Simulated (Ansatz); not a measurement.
Input for Ansatz (an electronic-structure program): U-B3LYP/def2-TZVPP on H (SMILES [H]).

Ansatz 0.2 input:
```yaml
crystal:
  periodic: [false, false, false]
  atoms:
    - {symbol: H, position_ang: [0.00000000, 0.00000000, 0.00000000]}
basis:
  gaussian:
    orbitals: def2-TZVPP
hamiltonian:
  xc: {name: B3LYP}
magnetization: {spin_polarized: true, initial_magnetization: 1}
```

The log:

```
WARN ansatz: RAYON_NUM_THREADS=1 ignored (pool sized by the plan → 1); use --threads N
Functional definition: B3LYP
integrals: 0.00 GiB planned
59 factors; their error is unknown
mean field: 0.04 GiB planned
mean field evaluation 1: about -13.6641 eV, gradient 1.1e-1 eV
mean field evaluation 2: about -13.6643 eV, gradient 1.0e-2 eV
mean field evaluation 4: about -13.6642 eV, gradient 3.9e-4 eV
mean field evaluation 8: about -13.6642 eV, gradient 6.2e-8 eV
mean field -13.66419919 eV, -0.5021500584 hartree, gradient 6.2e-8 eV, S^2 0.750000; 0 other end points of the search recorded, 0 dependent functions left out
reference -13.66431267 eV, -0.5021542287 hartree; 1, 0 occupied and 13, 14 virtual orbitals, 59 factors
Total energy: -13.66431267 eV, -0.5021542287 hartree
```

Self-consistency was reached.

Cost: very roughly 0.17 core-seconds.
